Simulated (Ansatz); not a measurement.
Zr oxide hydroxide: PBE0-D4/def2-TZVPD single points in Ansatz on relaxed structures, gas phase. Each cluster is the lowest isomer that a short search found in that spin, judged at the geometry's level, and lower ones may exist. Core potentials for Zr, no spin–orbit coupling. A negative affinity means that the extra electron isn't bound at that geometry and level; within about 0.2 eV of zero the sign isn't settled. Binding counts from free atoms in the multiplicity of their measured ground term, without zero-point energy. A dash marks a value that wasn't run or was left out as unsound. The structures are stationary points that may keep the symmetry of their start. Remarks come from the PBE and PBE0 runs and from stability tests at other levels; not every state was tested. A HOMO above zero means that the electron is unbound at that level and held by the basis, or that self-interaction error raises the level; the energy of removing that electron tells which. HOMO above LUMO (over both spins in singlets and doublets, within one spin in higher multiplets; at PBE or PBE0), or a gap under 0.15 eV within one spin, warns that the state may not be the lowest or that an electron is smeared out.

```json
{"species": "ZrO3H2", "atoms": "6", "state": "singlet", "geometry": "PBE-D4/def2-TZVP", "HOMO (eV)": "-8.22", "LUMO (eV)": "-2.49", "gap (eV)": "5.72", "vertical EA (eV)": "1.09", "binding per atom (eV)": "4.55", "point group (within 0.1 Å)": "Cs", "remarks": "HOMO above zero (-1 doublet)"}
{"species": "ZrO4H4 (with an O–O bond)", "atoms": "9", "state": "singlet", "geometry": "PBE-D4/def2-SVP", "HOMO (eV)": "-7.68", "LUMO (eV)": "-0.92", "gap (eV)": "6.76", "vertical EA (eV)": "-0.46", "binding per atom (eV)": "3.90", "point group (within 0.1 Å)": "–", "remarks": "HOMO above zero (-1 doublet), gap within one spin near zero at PBE or PBE0 (-1 doublet)"}
{"species": "Zr2O5H2", "atoms": "9", "state": "singlet", "geometry": "B3LYP-D4/def2-SVP", "HOMO (eV)": "-7.28", "LUMO (eV)": "-3.21", "gap (eV)": "4.07", "vertical EA (eV)": "1.92", "binding per atom (eV)": "5.14", "point group (within 0.1 Å)": "Cs", "remarks": "HOMO above zero (-1 doublet)"}
{"species": "Zr2O6H4 (with an O–O bond)", "atoms": "12", "state": "singlet", "geometry": "r2SCAN-D4/def2-SVP", "HOMO (eV)": "-7.19", "LUMO (eV)": "-2.01", "gap (eV)": "5.19", "vertical EA (eV)": "0.58", "binding per atom (eV)": "4.49", "point group (within 0.1 Å)": "–", "remarks": "HOMO above zero (-1 doublet)"}
```

**Question.** Estimate the rows for Zr3O7H2 (with an O–O bond) (singlet, PBE0-D4/def2-SVP geometry).

**Answer.** 
```json
{"species": "Zr3O7H2 (with an O–O bond)", "atoms": "12", "state": "singlet", "geometry": "PBE0-D4/def2-SVP", "HOMO (eV)": "-7.84", "LUMO (eV)": "-2.13", "gap (eV)": "5.71", "vertical EA (eV)": "–", "binding per atom (eV)": "5.26", "point group (within 0.1 Å)": "–", "remarks": "HOMO above zero (-1 doublet)"}
```

The gap (eV) runs from 4.07 (Zr2O5H2) to 6.76 (ZrO4H4 (with an O–O bond)). The vertical EA (eV) runs from -0.46 (ZrO4H4 (with an O–O bond)) to 1.92 (Zr2O5H2). The binding per atom (eV) runs from 3.90 (ZrO4H4 (with an O–O bond)) to 5.26 (Zr3O7H2 (with an O–O bond)).
